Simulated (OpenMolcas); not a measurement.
**Pr3+: CASPT2 settings compared**

```json
{
 "Program": "OpenMolcas 26.06",
 "Basis": "ANO-R2 [8s6p3d3f1g]",
 "Scalar Hamiltonian": "X2C, finite nucleus",
 "Active space": "2 electrons in 7 orbitals (4f)",
 "State averaging": "2S+1 = 3 even, 21 roots; 2S+1 = 1 even, 27 roots kept (CI in the orbitals of an earlier block)",
 "Spin-orbit coupling": "RASSI with atomic mean-field integrals over the reference wave functions, term energies averaged over their components"
}
```

Methods on the same reference wave functions:
A. CASSCF
B. SS-CASPT2, IPEA 0 Eh, sigma1 regulariser 0.2 Eh (closed shells correlated: 5s 5p)
C. SS-CASPT2, IPEA 0.4 Eh, real shift 0.1 Eh (closed shells correlated: 5s 5p)
D. SS-CASPT2, IPEA 0.35 Eh, no level shift (closed shells correlated: 4d 5s 5p)

Energies in cm-1 above 4f2 3H4, the measured ground level; measured values from Martin, Zalubas and Hagan, Atomic Energy Levels: The Rare-Earth Elements, NSRDS-NBS 60 (1978).

| Level | A | B | C | D | Measured |
| --- | --- | --- | --- | --- | --- |
| 4f2 3H4 | 0.0 | 0.0 | 0.0 | 0.0 | 0.0 |
| 4f2 3H5 | 2294 | 2300 | 2300 | 2310 | 2152 |
| 4f2 3H6 | 4714 | 4710 | 4720 | 4720 | 4389 |
| 4f2 3F2 | 6824 | 5290 | 5510 | 5040 | 4997 |
| 4f2 3F3 | 8295 | 6790 | 7000 | 6540 | 6415 |
| 4f2 1D2 | 23696 | 20290 | 20670 | 19800 | 17334 |
| 4f2 1I6 | 28394 | 26230 | 26300 | 25810 | 22212 |
| 4f2 3P0 | 29887 | 25470 | 26310 | 25290 | 21390 |
| 4f2 3P1 | 30297 | 25880 | 26720 | 25700 | 22007 |
| 4f2 3P2 | 31523 | 27170 | 27970 | 26970 | 23161 |

Deviations, from unrounded energies. A percentage is the sum of absolute deviations over the sum of measured energies, with the sign that they share, or ± where signs differ.

| Against measurement | Levels | A | B | C | D |
| --- | --- | --- | --- | --- | --- |
| mean absolute deviation (cm-1) | 9 | 4700 | 2200 | 2600 | 2000 |
| fine structure of the ground term (%) | 2 | +7.1 | +7.2 | +7.3 | +7.5 |
| other terms of the ground configuration (%) | 7 | +35.2 | +16.7 | +19.5 | +15.0 |

D lies closest to measurement on these levels and A furthest from it. The largest miss of D in the table is 4f2 3P0, by +3900 cm-1. The ranking rests on the paired levels alone, and a cruder setting can come out closer through cancelling errors.

Among B to D the level of the table that moves most is 4f2 3P0, by 1000 cm-1 (lowest in D, highest in C). Moves below CASPT2's spread within the term are not significant.

The mean deviations of B to D differ by less than CASPT2's widest spread within a term (600 cm-1), so their order carries little weight.

From A to B the spin-free energies of the other terms of 4f2 shown, above 3H, scale by factors of 0.75 to 0.92, as is usual when dynamic correlation screens the repulsion within a d or f shell.

The lowest spin-free term lies below A's lowest term by 0.191 hartree in B, 0.186 hartree in C, 0.531 hartree in D.

CASPT2 breaks the degeneracy within a term, and the mean is taken; among the terms shown or strongly mixed into the levels shown the widest spread is 600 cm-1 (4f2 1I, D). Terms from blocks run as CI alone lack orbitals of their own. Without dynamic correlation excited terms often stand tens of per cent too high (terms of higher spin than the ground term too low), and those without a measured partner can miss by more than the paired ones (holds for A). Some levels mix across a computed gap that differs much from the measured one, so their mixing is not that of the real levels (holds for A). The CASPT2 spread within a term exceeds the gap to the next term for 4f2 1I and 4f2 3P, so the order of their levels is uncertain (holds for B; D). Some terms miss by over 15 % even with CASPT2, which points to a basis or an active space too small for the shells correlated (holds for B; C; D). Measured partners are found by configuration, term and J. A level has none where our copy of the source lacks it or the pairing is in doubt (some pairs that miss far off the trend of their configuration count as doubtful), and it then counts in no deviation. Levels of configurations outside the active space are missing. The table leaves out levels that lie high or whose names do not pair safely across all columns.
